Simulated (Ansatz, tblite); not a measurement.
Removing and adding an electron: the cluster Li₅Al₂ (the lowest doublet isomer of a short search). Charge 0, multiplicity 2. Geometry: r2SCAN-D4/def2-TZVP. Ansatz, gas phase; energy differences of separate SCF runs; the oxidised species is a singlet (the triplet lies 0.28 eV higher at PBE0-D4/def2-TZVP); the reduced species is a triplet (the singlet lies 0.31 eV higher at PBE0-D4/def2-TZVPD).

```tsv
atom	x (Å)	y (Å)	z (Å)
Al1	0.330	0.222	-0.657
Al2	-1.785	1.566	0.040
Li3	0.594	2.261	1.023
Li4	2.685	-0.311	0.454
Li5	0.871	-2.335	-1.139
Li6	-0.628	-0.692	1.597
Li7	-2.067	-0.711	-1.316
```

The xTB rows come from tblite. The structure comes from a short search, and lower isomers may exist.

```json
{"level": "PBE-D4/def2-TZVP", "−HOMO (eV)": "2.76", "vertical IE (eV)": "4.46", "−LUMO (eV)": "2.24", "vertical EA (eV)": "–", "HOMO–LUMO gap (eV)": "0.52", "IE − EA (eV)": "–", "remarks": "restricted SCF unstable in HF (+1 singlet)"}
{"level": "r2SCAN-D4/def2-TZVP", "−HOMO (eV)": "2.87", "vertical IE (eV)": "4.45", "−LUMO (eV)": "2.14", "vertical EA (eV)": "–", "HOMO–LUMO gap (eV)": "0.72", "IE − EA (eV)": "–", "remarks": "restricted SCF unstable in HF (+1 singlet), spin-contaminated (⟨S²⟩ 0.85) (doublet)"}
{"level": "r2SCAN-D4/def2-TZVPD", "−HOMO (eV)": "2.86", "vertical IE (eV)": "–", "−LUMO (eV)": "2.15", "vertical EA (eV)": "0.92", "HOMO–LUMO gap (eV)": "0.71", "IE − EA (eV)": "–", "remarks": "HOMO above zero (-1 triplet), spin-contaminated (⟨S²⟩ 0.85) (doublet), spin-contaminated (⟨S²⟩ 2.21) (-1 triplet)"}
{"level": "PBE0-D4/def2-TZVPD", "−HOMO (eV)": "3.28", "vertical IE (eV)": "–", "−LUMO (eV)": "1.75", "vertical EA (eV)": "0.89", "HOMO–LUMO gap (eV)": "1.53", "IE − EA (eV)": "–", "remarks": "HOMO above zero (-1 triplet)"}
```

Task: Estimate the rows for GFN1-xTB, PBE-D4/def2-TZVPD, PBE0-D4/def2-TZVP.

Result: 
```
            level  −HOMO (eV)  vertical IE (eV)  −LUMO (eV)  vertical EA (eV)  HOMO–LUMO gap (eV)  IE − EA (eV)                                     remarks
         GFN1-xTB           –             10.66           –              6.95                   –          3.71                                           –
PBE-D4/def2-TZVPD        2.76                 –        2.26              0.93                0.50             –                HOMO above zero (-1 triplet)
PBE0-D4/def2-TZVP        3.28              4.44        1.72                 –                1.56             –  restricted SCF unstable in HF (+1 singlet)
```

Run but left out: HF/def2-TZVPP, MP2/def2-TZVPP, CCSD/def2-TZVPP, CCSD(T)/def2-TZVPP (doublet: ⟨S²⟩ 2.08, where a pure state has 0.75).   A HOMO above zero means that the electron is unbound at that level or that self-interaction error raises the level; the energy of removing that electron tells which. HOMO and LUMO are the levels of the spin that leaves or enters (xTB has no such levels and no spin-polarisation term). Other spin states of the ions may lie lower, which would lower the ionisation energy or raise the affinity. Raw xTB energy differences between charge states are shifted by several eV; the methods need an empirical correction for them.
